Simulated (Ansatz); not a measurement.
**Which method gave which barrier?**

Saddle point of BH$_{3}$OF$_{4}$, singlet (BHOF₂ ([OH][B]([F])[F]) + HF + HF → BF₃ ([F][B]([F])[F]) + H₂O + HF (still joined by a long B–O bond); bonds formed: B1–F6, O2–H7, H5–F8; bonds broken: H5–F6, H7–F8; bonds weakened to dative contacts: B1–O2), PBE0-D4/def2-TZVP structure:

```
9
angstrom
B -0.1658 -0.9187 0.1971
O 0.8399 -0.1859 -0.5709
F -0.9328 -1.7206 -0.5511
F 0.2846 -1.3667 1.3678
H -0.6448 1.2001 0.5266
F -1.1917 0.3141 0.6456
H 0.7484 1.0766 -0.2614
F 0.3145 1.9546 0.1599
H 0.7478 -0.3538 -1.5138
```

Computed with Ansatz 0.2.0 (basis: def2-TZVPP, with def2-QZVPP for the basis limit); correlated methods freeze the cores. B3LYP uses VWN-RPA correlation. Extrapolation: Hartree–Fock as exp(−7.88 √X), correlation as X^−2.97. Four methods, as single points on the PBE0-D4 structures, gave these electronic barriers from the start structure: 14.8, 32.6, 39.7, 78.2 kJ/mol.

Question: The methods were, in alphabetical order, B3LYP-D4, BHLYP-D4, HF, PBE-D4. Which gave which? (Judge from chemistry; the calculation decides.)

Answer: Computed: PBE-D4 14.8; B3LYP-D4 32.6; BHLYP-D4 39.7; HF 78.2 kJ/mol. For comparison, CCSD(T) at an estimated basis limit (MP2 extrapolated from triple and quadruple zeta, plus CCSD(T) − MP2 in triple zeta) gives 35.9 kJ/mol.

The T1 diagnostic stays at or below 0.012.

Steps of this kind, hydrogen fluoride cutting a network bond, underlie vapour etching and the fluorination step of atomic layer etching.

Labels in which every atom is bracketed show which atoms are joined, not bond orders.

For scale, one of the runs: CCSD(T)/def2-TZVPP, 228 basis functions, launched by `ansatz run in.yaml --threads 8 --pin off --events-out ev --progress --plain --max-ram 19148MiB`. Hardware: 8 CPU threads of an Intel Xeon 6975P-C, shared host. Wall time 26 s; peak host memory 5.1 GiB.
